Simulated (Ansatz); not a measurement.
A nudged elastic band was laid between two geometries of BH$_{6}$NSn (9 atoms, charge 0, multiplicity 1).

Computed with RKS PBE/def2-SVP in Ansatz 0.2.0.

```json
{
  "movable images": "8",
  "climbing image": "no",
  "spring": "5.0 eV/Å²",
  "optimiser": "quadratic models (default)",
  "start path": "IDPP",
  "force threshold": "0.05 eV/Å",
  "iteration limit": "60",
  "end points": "relaxed"
}
```

Initial state:

```xyz
9
Properties=species:S:1:pos:R:3
N -0.611 1.296 -1.020
B 0.258 0.215 -0.886
Sn 0.317 -0.970 1.045
H -0.671 1.859 -1.873
H -1.252 1.612 -0.290
H 0.978 -0.070 -1.826
H 1.874 -0.950 1.806
H -0.083 -2.643 0.825
H -0.810 -0.349 2.219
```

Final state:

```xyz
9
Properties=species:S:1:pos:R:3
N 0.667 1.248 -1.044
B -0.275 0.235 -0.876
Sn -0.349 -0.946 1.056
H 0.737 1.806 -1.898
H 1.357 1.514 -0.338
H -1.048 0.007 -1.789
H 0.886 -0.434 2.173
H -0.118 -2.648 0.822
H -1.858 -0.782 1.894
```

**Question.** Which bonds break or form, and what moves?

**Answer.** No bond is made or broken. The dihedral N1–B2–Sn3–H8 goes from 120 to -121°. The two ends are copies of one structure, up to a mirror image or an exchange of like atoms.

**Question.** What energy profile does the band end with?

**Answer.** The run converged. The highest image is number 5 of 0 to 9, 0.6 kcal/mol above the ends, which have the same energy within 2 meV. No image climbed, so the highest image needn't sit at the top of the path.

```
image  path coordinate (Å)  energy (kcal/mol)  dihedral N1–B2–Sn3–H8 (°)
    0                 0.00                0.0                        120
    1                 0.43                0.1                        134
    2                 0.85                0.3                        147
    3                 1.28                0.5                        160
    4                 1.70                0.6                        173
    5                 2.13                0.6                       -174
    6                 2.55                0.5                       -161
    7                 2.98                0.3                       -148
    8                 3.41                0.1                       -135
    9                 3.83                0.0                       -121
```

**Question.** What is the geometry of the highest image?

**Answer.** 
```xyz
9
Properties=species:S:1:pos:R:3
N 0.095 1.492 -0.946
B -0.034 0.105 -0.939
Sn -0.047 -1.061 1.010
H 0.099 2.046 -1.806
H 0.195 2.067 -0.107
H -0.146 -0.471 -2.006
H 1.329 -0.708 2.013
H -0.059 -2.778 0.784
H -1.431 -0.691 1.996
```

Time of the run: 110 s on 1 thread of Arm Neoverse V2, with other jobs on the host, peak memory 0.26 GiB.
